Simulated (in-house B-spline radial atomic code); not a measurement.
Response and correlation along the 70-electron series, closed shell [Xe] 4f14 6s2; the second-order energy is extrapolated in partial waves. Computed with an all-electron radial atomic-structure program (B-spline basis): relativistic RPA and second-order many-body perturbation theory on Dirac-Hartree-Fock.

Not the ground configuration for some members.

```csv
ion,Z,dipole polarisability (bohr³),quadrupole polarisability (bohr⁵),ratio of RPA to uncoupled dipole,second order correlation energy (Eh),C6 of two such ions (Eh bohr⁶)
Yb,70,178.6,3578.44,1.4434,-5.3095,2762.11
Lu+,71,72.033,1033.46,1.2706,-5.2272,764.72
Hf2+,72,40.249,3611.98,1.1828,-5.176,336.22
Os6+,76,10.419,14.522,1.0341,-5.0809,49.638
```
